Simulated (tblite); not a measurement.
Compound: CH8NP2Si (doublet state).
Atom-mapped SMILES: `[CH3:1][NH:2][Si:3]([PH2:4])[PH2:5]` (hydrogens: H6, H7, H8 on C1; H9 on N2; H10, H11 on P4; H12, H13 on P5)

Cartesian coordinates in Å at the GFN2-xTB level; atoms count from 1:
```
atom  x, y, z in Å
C1     1.9082   -0.8440   -0.0199
N2     0.5269   -0.9538    0.3666
Si3   -0.7371    0.0552   -0.2376
P4     0.1843    2.1343   -0.1531
P5    -2.3698   -0.2522    1.3127
H6     2.5567   -1.1257    0.8116
H7     2.1112    0.1945   -0.2824
H8     2.1531   -1.4742   -0.8809
H9     0.2946   -1.8695    0.7232
H10   -1.0157    2.7798   -0.4009
H11    0.5326    2.1570   -1.4940
H12   -2.8832   -1.3778    0.6944
H13   -3.2664    0.5770    0.6640
```

Computed with GFN2-xTB (tblite): harmonic, unscaled wavenumbers at the GFN2-xTB geometry, gas phase. This tight-binding method is rough: wavenumbers can miss measured ones by several per cent, in bad cases by 10 to 20. Modes of hydrogen on phosphorus can be 10 to 20 % off. One conformer, not necessarily the lowest. Open shells enter through the occupations alone, without spin polarisation, and single modes of such species can be off by tens of per cent.

Harmonic wavenumbers (cm⁻¹): 67.7, 88.4, 94.5, 114.6, 124.3, 153.0, 184.2, 306.0, 387.0, 468.7, 505.6, 664.2, 667.6, 674.0, 702.5, 794.3, 1051.3, 1098.6, 1145.9, 1151.1, 1152.1, 1336.1, 1416.5, 1475.5, 1490.6, 2291.2, 2305.4, 2373.5, 2392.5, 2924.3, 2980.5, 2999.4, 3426.7.

A = 2607, B = 1681, C = 1102 MHz; mass 123.990 u (most abundant isotopes); point group C1, symmetry number 1; spin multiplicity 2.

Question: What is the zero-point energy?

Answer: Half the sum of the wavenumbers: 19504 cm⁻¹ = 55.76 kcal/mol.

Question: Entropy at 200 K, 1 bar (ideal gas, RRHO, classical rotation)?

Answer: Translation 38.40, rotation 27.40, vibration 19.57, spin (R ln 2) 1.38: S = 86.8 cal/(mol K).

Question: And Cp and H(200 K) − H(0)?

Answer: Cp = 26.90 cal/(mol K), of which vibrations give 18.96 (their classical limit is 33 R = 65.6); H(200 K) − H(0) = 3.71 kcal/mol without the zero-point energy, 2.12 from vibrations.

Question: Which modes carry the vibrational entropy at 200 K?

Answer: 67.7 cm⁻¹: 3.44; 88.4 cm⁻¹: 2.92; 94.5 cm⁻¹: 2.79; 114.6 cm⁻¹: 2.43; 124.3 cm⁻¹: 2.27; 153.0 cm⁻¹: 1.89 cal/(mol K); the other 27 give 3.83 together.

Question: Blend soft modes into free rotors: weight 1/[1 + (100 cm⁻¹/ν̃)⁴] for the oscillator and the rest for a rotor with moment μB/(μ + B), μ = h/(8π²ν), B = 10⁻⁴⁴ kg m². What vibrational entropy results?

Answer: 18.73 cal/(mol K) in place of 19.57, which changes −T·S at 200 K by +0.17 kcal/mol.

Question: What must be added to the electronic energy to get the Gibbs energy at 200 K and 1 bar?

Answer: ZPE + [H(200 K) − H(0)] − T·S = 55.76 + 3.71 − 17.35 = 42.12 kcal/mol.

Question: How do the functions run with temperature in this model?

Answer: 
| T (K) | S (cal/(mol K)) | Cp (cal/(mol K)) | H − H(0) (kcal/mol) | G − H(0) (kcal/mol) | ln q(vib) |
| --- | --- | --- | --- | --- | --- |
| 50 | 59.0 | 14.1 | 0.50 | -2.45 | 0.39 |
| 100 | 70.8 | 19.8 | 1.37 | -5.71 | 1.71 |
| 298.15 | 98.7 | 33.1 | 6.66 | -22.76 | 7.00 |
| 373.15 | 106.5 | 37.2 | 9.30 | -30.46 | 8.77 |
| 500 | 118.3 | 43.2 | 14.41 | -44.73 | 11.55 |
| 750 | 137.5 | 51.8 | 26.35 | -76.80 | 16.44 |
| 1000 | 153.3 | 57.6 | 40.07 | -113.22 | 20.73 |

q(vib) and H(0) count from the zero-point level.

Hindered rotation and anharmonicity are outside this model. Other conformers, if any are populated, would add a mixing term that is left out. The structure is chiral; the term R ln 2 for an equal mix with its mirror image is left out.
